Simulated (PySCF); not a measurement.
Method: PBE-D3(BJ)/def2-TZVP // PBE-D3(BJ)/def2-SVP (PySCF). Isolated molecules, 0 K electronic values unless said otherwise. One relaxed conformer stands for a flexible species; it need not be the lowest. 

Reference species: [Zn(OH)(Cl)] (neutral, multiplicity 1).

```
Quantity                                                         Value
------------------------------------------------------------  --------
LUMO                                                          -2.39 eV
mean distance from the central atom to its bonded neighbours   1.943 Å
charge on the central atom (Mulliken)                           0.53 e
```

Changed species: [Zn(OH)(F)] (Y = F; the reference has Y = Cl).

### Question
Give the shifts of the LUMO, mean distance from the central atom to its bonded neighbours and charge on the central atom (Mulliken).

### Answer
the LUMO falls by 0.10 eV, to -2.49 eV; the mean distance from the central atom to its bonded neighbours drops by 0.183 Å, to 1.760 Å; the charge on the central atom (Mulliken) goes up by 0.13 e, to 0.66 e.
